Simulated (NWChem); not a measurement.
Molecule: AlH3O2; SMILES [OH][AlH][OH]

```xyz
6

Al    -0.3565    -0.1424    -0.2465
H     -1.5275    -0.9449    -0.9266
O     -0.1438     1.4779    -0.7004
H      0.5322     2.0648    -0.3584
O      0.6991    -0.8074     0.9104
H      0.6799    -1.7046     1.2450
```
Atoms are numbered in this order, from 1.

Results from NWChem. Pople sets run with spherical d functions. STO-3G and 3-21G are far too small for this property and stand as cheap habits. Structure relaxed at the PBE0/def2-SVP level. GIAO values for the isolated, static molecule; σ is the absolute isotropic shielding, δ = σ(reference) − σ with the isolated reference molecule computed at the same levels (1H: tetramethylsilane, 17O: water).

```json
[
 {"level": "Hartree-Fock/STO-3G", "σ Al1 (ppm)": "480.3", "δ H2 (ppm)": "2.16", "δ O3 (ppm)": "-48.4", "δ H4 (ppm)": "-1.83", "δ O5 (ppm)": "-38.7", "δ H6 (ppm)": "-1.85"},
 {"level": "Hartree-Fock/6-31G*", "σ Al1 (ppm)": "521.9", "δ H2 (ppm)": "4.77", "δ O3 (ppm)": "11.9", "δ H4 (ppm)": "1.48", "δ O5 (ppm)": "26.2", "δ H6 (ppm)": "1.66"},
 {"level": "PBE0/pcSseg-1", "σ Al1 (ppm)": "439.4", "δ H2 (ppm)": "4.06", "δ O3 (ppm)": "32.2", "δ H4 (ppm)": "1.73", "δ O5 (ppm)": "51.3", "δ H6 (ppm)": "2.08"},
 {"level": "B3LYP/6-31G*", "σ Al1 (ppm)": "483.4", "δ H2 (ppm)": "4.73", "δ O3 (ppm)": "28.6", "δ H4 (ppm)": "1.39", "δ O5 (ppm)": "51.2", "δ H6 (ppm)": "1.79"},
 {"level": "LDA (Slater exchange, VWN5)/pcSseg-1", "σ Al1 (ppm)": "?", "δ H2 (ppm)": "?", "δ O3 (ppm)": "?", "δ H4 (ppm)": "?", "δ O5 (ppm)": "?", "δ H6 (ppm)": "?"}
]
```

### Question
Some entries are withheld; supply them.

### Answer

- LDA (Slater exchange, VWN5)/pcSseg-1, σ Al1 (ppm): 404.4
- LDA (Slater exchange, VWN5)/pcSseg-1, δ H2 (ppm): 4.45
- LDA (Slater exchange, VWN5)/pcSseg-1, δ O3 (ppm): 54.0
- LDA (Slater exchange, VWN5)/pcSseg-1, δ H4 (ppm): 2.13
- LDA (Slater exchange, VWN5)/pcSseg-1, δ O5 (ppm): 77.4
- LDA (Slater exchange, VWN5)/pcSseg-1, δ H6 (ppm): 2.61
